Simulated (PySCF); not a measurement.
All values below come from PySCF with PBE-D3(BJ)/def2-TZVP // PBE-D3(BJ)/def2-SVP. Isolated molecules, 0 K electronic values unless said otherwise. One relaxed conformer stands for a flexible species; it need not be the lowest. 

Reference species: [Zn(CH3)(Cl)] (neutral, multiplicity 1).

The coordination number is 2, the mean distance from the central atom to its bonded neighbours comes out as 2.027 Å and the HOMO–LUMO gap comes out as 5.89 eV.

Changed species: [Zn(CH3)(NH2)] (Y = NH2; the reference has Y = Cl).

**Question.** Give the shifts of the coordination number, mean distance from the central atom to its bonded neighbours and HOMO–LUMO gap.

**Answer.** the coordination number stays essentially unchanged; the mean distance from the central atom to its bonded neighbours falls by 0.141 Å, to 1.886 Å; the HOMO–LUMO gap drops by 1.32 eV, to 4.57 eV.
